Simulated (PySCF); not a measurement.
Excitation energy of Be⁺ by level of theory

Be⁺ [He] 2s1 (2S) → Be⁺ [He] 2p1 (2P), as a difference of total energies. All numbers are calculated (PySCF 2.14, scalar relativity by spin-free X2C-1e, in aug-cc-pCVTZ-DK). Correlated levels: valence and next inner shell: nothing frozen. The calculations carry no spin-orbit coupling.

```tsv
method	excitation energy (cm⁻¹)
UHF	32225
MP2 (valence and next inner shell)	32191
SCS-MP2 (valence and next inner shell)	32279
CCSD (valence and next inner shell)	32178
CCSD(T) (valence and next inner shell)	32178
CCSDT (valence and next inner shell)	32178
```

Errors of the correlated levels include the incompleteness of this basis.

For comparison: 31933 cm⁻¹ (measured; NIST levels, between the centres of gravity of the two terms).
